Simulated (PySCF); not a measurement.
W(S)2(F)(OH) (FHOS2W), SMILES [S]=[W](=[S])([OH])[F], multiplicity 1. Heavy atoms are numbered as in [W:1](=[S:2])(=[S:3])([F:4])[OH:5]. Hydrogens are named by the atom that carries them.

Geometry: B3LYP-D3(BJ)/def2-SVP. The geometry has at least one imaginary mode, so it is a saddle point at that level. The multiplicity is an assumed one; other spin states were not compared. The def2 effective core potentials stand for the cores of W; spin–orbit coupling is left out. The values are those of a single conformer.

All values below come from PBE/def2-TZVP (PySCF).

ESP charges are fitted to the potential on shells at 1.4 to 2.0 van der Waals radii. Atomic charges (e), one atom of each kind:

| atom | ESP fit | Mulliken |
|---|---|---|
| W1 | 0.39 | 1.04 |
| S2 | -0.15 | -0.27 |
| F4 | -0.10 | -0.31 |
| O5 (OH) | -0.35 | -0.55 |
| H on O5 | 0.37 | 0.36 |
